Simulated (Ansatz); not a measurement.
`[NH2][GeH2][Cl]` and `[F][GeH2][Cl]` differ in one atom or group.

Ansatz, PBE0-D4/def2-TZVP geometries, multiplicity 1. Each molecule was computed in one conformer, which needn't be the lowest.

Scalar relativity is left out up to krypton.

```
                             property  `[NH2][GeH2][Cl]`
  HOMO–LUMO gap (PBE/def2-TZVPP) / eV               5.82
 HOMO–LUMO gap (PBE0/def2-TZVPP) / eV               8.22
    LUMO energy (PBE/def2-TZVPP) / eV              -0.68
   LUMO energy (PBE0/def2-TZVPP) / eV               0.28
HOMO energy (ωB97M-V/def2-TZVPP) / eV             -10.26
LUMO energy (ωB97M-V/def2-TZVPP) / eV               1.94
```

Task: What does the change do to each property? (An estimate is asked.)

Result: The calculation gave: 
```csv
property,`[F][GeH2][Cl]`,shift
HOMO–LUMO gap (PBE/def2-TZVPP) / eV,6.55,0.73
HOMO–LUMO gap (PBE0/def2-TZVPP) / eV,8.95,0.73
LUMO energy (PBE/def2-TZVPP) / eV,-1.25,-0.57
LUMO energy (PBE0/def2-TZVPP) / eV,-0.27,-0.55
HOMO energy (ωB97M-V/def2-TZVPP) / eV,-11.46,-1.20
LUMO energy (ωB97M-V/def2-TZVPP) / eV,1.66,-0.28
```

With PBE0 the HOMO falls by 1.29 eV and the LUMO falls by 0.55 eV, so the gap widens by about 0.74 eV. PBE moves the HOMO by -1.31 eV and ωB97M-V by -1.20 eV. The zero-point energy changes by -62.5 kJ/mol with -6 modes.
